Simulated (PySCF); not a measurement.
# Radial density of Ti²⁺ (titanium, charge +2)

UHF, [Ar] 3d1 4s1, high-spin 3D determinant (an excited configuration). All numbers are calculated (PySCF 2.14, the spin-free X2C one-electron Hamiltonian (Gaussian nucleus), in aug-cc-pVTZ-DK).

| r (bohr) | 4πr²ρ (e/bohr) | 4πr²(ρα − ρβ) |
| --- | --- | --- |
| 0.00124 | 0.1785 | 0.0001 |
| 0.00209 | 0.4564 | 0.0003 |
| 0.00351 | 1.143 | 0.0007 |
| 0.00591 | 2.758 | 0.0017 |
| 0.00994 | 6.257 | 0.0038 |
| 0.0167 | 12.70 | 0.0076 |
| 0.0281 | 21.31 | 0.0115 |
| 0.0473 | 26.20 | 0.0099 |
| 0.0795 | 21.82 | 0.0002 |
| 0.134 | 20.81 | 0.0134 |
| 0.225 | 28.18 | 0.0726 |
| 0.379 | 15.63 | 0.2035 |
| 0.637 | 8.167 | 0.6687 |
| 1.07 | 8.730 | 0.7412 |
| 1.80 | 1.899 | 0.5605 |
| 3.03 | 0.4568 | 0.4381 |
| 5.10 | 0.03790 | 0.0379 |
| 8.57 | 0.0001764 | 0.0002 |

Densities and radii are taken from the X2C orbitals without a picture-change correction, which distorts them close to the nucleus.
